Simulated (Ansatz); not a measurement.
Ideal-gas functions of `F[Si](F)(F)[SiH3]` at 600 K and 1 bar, from an Ansatz frequency run at PBE0-D4/def2-TZVP.

Molar mass 116.19 g/mol, point group C3v (symmetry number 3), electronic degeneracy 1, moments of inertia 128.762, 246.263, 246.265 u Å². Harmonic wavenumbers (cm⁻¹, unscaled): 82, 144, 144, 300, 303, 303, 498, 523, 523, 822, 903, 929, 929, 966, 966, 2237, 2252, 2252.

Use S(trans) = R[1.5 ln M + 2.5 ln T − 1.1517]; rotational temperatures θ = 24.2544 K / I; S(rot) = R[ln(√π/σ · √(T³/θAθBθC)) + 1.5]; for each mode x = 1.438777 ν̃/T, S = R[x/(eˣ − 1) − ln(1 − e⁻ˣ)] and H = RT x/(eˣ − 1); 1 cm⁻¹ = 0.0119627 kJ/mol; R = 8.31446 J/(mol·K).

Problem. By hand: the entropy, in J/(mol·K).

Solution. Translation 182.7. Rotation: θ = 0.1884, 0.0985, 0.0985 K, giving 114.1. Vibration, mode by mode: 21.85, 17.20, 17.20, 11.23, 11.15, 11.15, 7.32, 6.96, 6.96, 3.90, 3.35, 3.19, 3.19, 2.97, 2.97, 0.25, 0.24, 0.24, in all 131.3. Electronic 0.0. Sum 428.1 J/(mol·K).

Problem. By hand: H − E and G − E in kJ/mol, counted from the electronic energy.

Solution. Zero-point energy ½ × 15076 × 0.0119627 = 90.2; thermal vibration 39.2; translation, rotation and pV give 4 RT = 20.0. H − E = 149.4 kJ/mol, and G − E = 149.4 − 600 × 428.1/1000 = -107.5 kJ/mol.

Vibration gives 31 % of the entropy, 56.2 J/(mol·K) of it from the modes under 150 cm⁻¹: soft modes count most, and the harmonic formula is weakest for them.
